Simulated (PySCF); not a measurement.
## Electronic absorption of C6H11Cl

C₆H₁₁Cl.
Atom-mapped SMILES: `[Cl:1][CH:2]1[CH2:3][CH2:4][CH2:5][CH2:6][CH2:7]1` (hydrogens: H8 on C2; H9, H10 on C3; H11, H12 on C4; H13, H14 on C5; H15, H16 on C6; H17, H18 on C7)

Method: PySCF, TDDFT CAM-B3LYP/def2-SVPD, vertical, gas phase, core orbitals frozen in the response. Geometry: GFN2-xTB, one conformer, isolated molecule.

Task: Predict the UV-vis stick spectrum at this level.

Result: 

```csv
state,E (eV),E (hartree),f,|μ| (D),symmetry,"main configurations (H = HOMO, L = LUMO)"
S1,7.39,0.2716,0.0025,0.30,A′,"H→L+1 (54%), H→L+2 (19%)"
S2,7.50,0.2756,0.0033,0.34,A″,"H-1→L+1 (54%), H-1→L+2 (20%)"
S3,8.01,0.2944,0.018,0.77,A′,"H→L (75%), H→L+4 (11%)"
S4,8.14,0.2990,0.026,0.92,A″,"H-1→L (76%), H-1→L+4 (10%)"
S5,8.57,0.3149,0.018,0.74,A′,"H→L+4 (44%), H-2→L (28%), H→L+1 (15%)"
S6,8.62,0.3166,0.026,0.89,A″,"H-3→L (64%), H-1→L+4 (24%)"
S7,8.67,0.3186,0.0087,0.51,A′,"H-2→L (32%), H→L+2 (29%), H→L+1 (18%)"
S8,8.76,0.3218,0.0004,0.11,–,"H-1→L+1 (31%), H-1→L+2 (25%), H-1→L+4 (23%)"
```

Triplets (Tamm–Dancoff): T1 6.77 eV, H→L+1 (47%), H→L+2 (19%); T2 6.83 eV, H-1→L+1 (44%), H-1→L+2 (20%), H-1→L+9 (9%); T3 7.83 eV, H→L (72%), H→L+4 (11%).

The lowest singlet lies at 7.39 eV (168 nm, vacuum ultraviolet) and is very weak; its leading configuration is HOMO→LUMO+1 (54%). The largest oscillator strength of a single state is 0.026. Löwdin shares by element: HOMO chlorine 58%, carbon 12% or more, hydrogen 6% or more (atoms not listed hold the other 24%); LUMO carbon 18% or more, chlorine 11%, hydrogen 8% or more (atoms not listed hold the other 63%). Weighted by f, the mean energy of these states is 8.32 eV. Orbital energies (eV): HOMO-3 -10.31, HOMO-2 -10.30, HOMO-1 -9.64, HOMO -9.53, LUMO 1.23, LUMO+1 1.60, LUMO+2 1.94. The oscillator strengths of these states sum to 0.102; summed over the whole spectrum of an exact calculation they would give the number of electrons, 64 (Thomas–Reiche–Kuhn). Symmetry labels in Cs follow from the direction of the transition dipole and are given only for states with f of 0.002 or more. The window holds the lowest 8 singlets.
